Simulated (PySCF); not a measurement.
(E)-1,2-dibromo-1-chloroethene (C2HBr2Cl), SMILES Cl/C(Br)=C\Br. Geometry optimised at PBE-D3(BJ)/def2-SVP.

Computed equilibrium geometry at PBE-D3(BJ)/def2-SVP (PySCF confirms it by a frequency run) as Cartesian coordinates in Å, and its point group:
point group Cs.
```xyz
6

Cl    -1.8560    -0.2348     0.0000
C     -0.1508    -0.4642     0.0000
Br     0.4473    -2.2662     0.0000
C      0.7556     0.5377     0.0000
Br     0.2982     2.3583     0.0000
H      1.8332     0.3264     0.0000
```
Charge 0, spin multiplicity 1.
